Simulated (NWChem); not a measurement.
System meant: hydrogen bromide (HBr); SMILES Br

NWChem input:

```
start job
memory heap 200 mb stack 900 mb global 1100 mb
geometry units angstroms noautoz
  Br     0.000000     0.000000     0.049320
  H      0.000000     0.000000    -1.373047
end
basis spherical
  Br library def2-svp
  H library def2-svp
end
dft
  xc xpbe96 cpbe96
  iterations 4
  mulliken
end
task dft energy
```

End of the output:

```
    Atom       Charge   Shell Charges
 -----------   ------   -------------------------------------------------------
    1 Br  35    35.02   2.00  2.00  1.96  1.14  0.73  5.99  5.81  2.45  2.92  7.83  2.04  0.16
    2 H    1     0.98   0.58  0.30  0.09

 center of mass
 --------------
 x =   0.00000000 y =   0.00000000 z =   0.04118875

 moments of inertia (a.u.)
 ------------------
           7.190573073844           0.000000000000           0.000000000000
           0.000000000000           7.190573073844           0.000000000000
           0.000000000000           0.000000000000           0.000000000000

     Multipole analysis of the density
     ---------------------------------

     L   x y z        total         alpha         beta         nuclear
     -   - - -        -----         -----         ----         -------
     0   0 0 0     -0.000000    -18.000000    -18.000000     36.000000

     1   1 0 0     -0.000000     -0.000000     -0.000000      0.000000
     1   0 1 0     -0.000000     -0.000000     -0.000000      0.000000
     1   0 0 1     -0.400073     -0.200037     -0.200037     -0.000000

     2   2 0 0    -14.458045     -7.229023     -7.229023      0.000000
     2   1 1 0      0.000000      0.000000      0.000000      0.000000
     2   1 0 1     -0.000000     -0.000000     -0.000000      0.000000
     2   0 2 0    -14.458045     -7.229023     -7.229023      0.000000
     2   0 1 1      0.000000      0.000000      0.000000      0.000000
     2   0 0 2    -11.520670     -9.272351     -9.272351      7.024033

 ------------------------------------------------------------------------
 dft energy failed                                                                                  0
 ------------------------------------------------------------------------
 ------------------------------------------------------------------------
  current input line :
    16: task dft energy
 ------------------------------------------------------------------------
 ------------------------------------------------------------------------
 This type of error is most commonly associated with calculations not reaching convergence criteria
 ------------------------------------------------------------------------
 For more information see the NWChem manual at https://nwchemgit.github.io

0:dft energy failed:Received an Error in Communication
```

What is wrong, and how is it mended?

Convergence was not reached. Cause: the SCF was allowed too few iterations. This input runs:
```
start job
memory heap 200 mb stack 900 mb global 1100 mb
geometry units angstroms noautoz
  Br     0.000000     0.000000     0.049320
  H      0.000000     0.000000    -1.373047
end
basis spherical
  * library def2-svp
end
dft
  xc xpbe96 cpbe96
  iterations 150
  mulliken
end
task dft energy
```
It converges to -2574.05309 Ha (PBE/def2-SVP).
